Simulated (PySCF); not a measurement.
Isomers of C7H5BrO2. Level of theory: PBE0-D3(BJ)/def2-SVP geometry optimisation, gas phase (PySCF 2.14.0). Energies are electronic, without zero-point or thermal terms, for one conformer each. No frequencies were run at this level. Point groups hold within 0.08 Å.

Question: Order them by energy at this level, lowest first, and give relative energies in kcal/mol.
A. `[O:1]=[C:2]([OH:3])[c:4]1[cH:5][cH:6][c:7]([Br:8])[cH:9][cH:10]1` with O1–C2–O3–H 0°, O1–C2–C4–C5 -1° (4-bromobenzoic acid)
B. `[CH2:1]=[CH:2][c:3]1[cH:4][cH:5][o:6][c:7]1[C:8](=[O:9])[Br:10]` with C1–C2–C3–C4 1°, O6–C7–C8–O9 179°

Answer: A (0.0), B (41.1).

As drawn, the lower has an O–H bond and a C(=O)–O unit, which the higher lacks; the higher has a C=C bond outside aromatic rings, which the lower lacks.

| SMILES | E (Eh) | E rel (kcal/mol) | dipole (D) | point group | A, B, C (MHz) |
| --- | --- | --- | --- | --- | --- |
| O=C(O)c1ccc(Br)cc1 | -2993.01321 | 0.0 | 1.45 | Cs | 3883, 369.5, 337.4 |
| C=Cc1ccoc1C(=O)Br | -2992.94768 | 41.1 | 4.41 | – | 2009, 560.1, 438.0 |
